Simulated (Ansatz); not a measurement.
`CC#[N+][Cu-][Cl]`, relaxed with RKS PBE0-D4/def2-TZVP in the Gaussian-basis code of Ansatz from a GFN2-xTB geometry. The force threshold is 0.005 eV/Å; the program also tests the step.

Total charge 0; spin multiplicity 1.

Start:

```xyz
8

C     1.494   -0.415   -0.673
C     0.233   -0.099   -0.092
N    -0.790    0.146    0.380
Cu   -2.310    0.629    1.046
Cl   -4.087    1.225    1.809
H     2.008    0.505   -0.955
H     1.347   -1.030   -1.560
H     2.105   -0.961    0.046
```

Problem. How much energy does the relaxation release, and in how many steps? (Best estimate.)

Solution. Computed: 12.04 kJ/mol, in 5 steps.

Problem. Which bonds change most? (Best estimate.)

Solution. Ansatz gave: N3–Cu4 from 1.728 to 1.836 Å; Cu4–Cl5 from 2.024 to 2.083 Å; C1–C2 from 1.424 to 1.443 Å; C2–N3 from 1.153 to 1.146 Å.

Problem. Give the relaxed structure. (An estimate is asked.)

Solution. Computed: 
```xyz
8

C     1.530   -0.433   -0.686
C     0.255   -0.075   -0.114
N    -0.758    0.211    0.341
Cu   -2.379    0.673    1.067
Cl   -4.219    1.200    1.890
H     2.071    0.468   -0.977
H     1.377   -1.058   -1.567
H     2.122   -0.986    0.046
```
